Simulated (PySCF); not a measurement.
# Excitation energy of Pb by level of theory

Pb [Xe] 4f14 5d10 6s2 6p2 (3P) → Pb [Xe] 4f14 5d10 6s2 6p1 6d1 (high-spin determinant), as a difference of total energies. All numbers are calculated (PySCF 2.14, scalar relativity through the core potential, in aug-cc-pVQZ-PP with ECP60MDF (7s7p5d3f2g, 92 functions)). Correlated levels: valence: 5s2 5p6 5d10 frozen. The calculations carry no spin-orbit coupling.

| method | excitation energy (eV) |
| --- | --- |
| UHF | 5.264 |
| MP2 (valence) | 5.370 |
| SCS-MP2 (valence) | 5.354 |
| CCSD (valence) | 5.320 |
| CCSD(T) (valence) | 5.309 |

How much does correlation contribute at CCSD(T) (valence)?

5.309 − (5.264) = 0.045 eV, measured against UHF.

Spin-orbit coupling is strong in these open shells (close to jj coupling). The scalar numbers leave it out and a first-order estimate fails, so it can dominate the gap to the real levels.

The promoted electron is Rydberg-like, and one or two diffuse shells describe it only roughly, which tends to raise the upper state.

The determinant of the upper state mixes LS terms, which raises its energy above the lowest term, most at the Hartree-Fock and MP2 levels.
